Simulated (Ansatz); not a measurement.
Relaxation of FH4NSSi (8 atoms, charge 0, multiplicity 1), to a largest force component of 0.02 eV/Å in at most 50 steps.

All numbers below come from Ansatz, RKS PBE-D4/6-31G.

```xyz
8
Properties=species:S:1:pos:R:3
N -0.970 0.819 0.573
Si 0.293 -0.154 0.249
F 1.407 0.793 -0.360
S -0.264 -1.508 -1.239
H -0.655 1.697 0.985
H -1.384 1.179 -0.341
H -1.215 0.065 1.246
H 0.896 -2.077 -1.420
```

Where does it end, and by what steps?

The run converged. Limits of this set-up: no polarisation functions. After 26 steps the energy has fallen by 4.256 eV; H7 moved furthest, 0.95 Å. The start is strongly strained (largest force component 8 eV/Å).

```csv
step,energy less start (eV),largest force component (eV/Å),accepted
0,0.0000,8.049,yes
1,-2.3438,4.647,yes
2,-3.6029,1.937,yes
3,-4.0591,1.161,yes
4,-4.1565,0.774,yes
5,-4.1680,0.481,yes
6,-4.2080,0.172,yes
7,-4.2129,0.192,yes
8,-4.2164,0.195,yes
9,-4.1919,0.783,no
10,-4.2255,0.061,yes
11,-4.2288,0.238,yes
12,-4.2366,0.114,yes
13,-4.2379,0.113,yes
14,-4.2282,0.541,no
15,-4.2438,0.122,yes
16,-4.2454,0.115,yes
17,-4.2480,0.070,yes
18,-4.2495,0.052,yes
19,-4.2510,0.128,yes
20,-4.2523,0.091,yes
21,-4.2541,0.065,yes
22,-4.2548,0.107,yes
23,-4.2548,0.103,yes
24,-4.2557,0.063,yes
25,-4.2561,0.042,yes
26,-4.2563,0.014,yes
```

```xyz
8
Properties=species:S:1:pos:R:3
N -0.887 0.797 0.636
Si 1.016 -0.070 0.193
F 1.194 1.376 -0.804
S -0.118 -1.443 -1.381
H -0.975 1.110 1.609
H -0.889 1.596 -0.015
H -1.611 0.109 0.387
H 0.377 -2.659 -0.932
```

Whether the end is a true minimum wasn't checked by a vibrational analysis.

Run time: 85 s on 1 thread of Intel(R) Xeon(R) Processor @ 2.70GHz, on a shared host, peak memory 0.16 GiB.
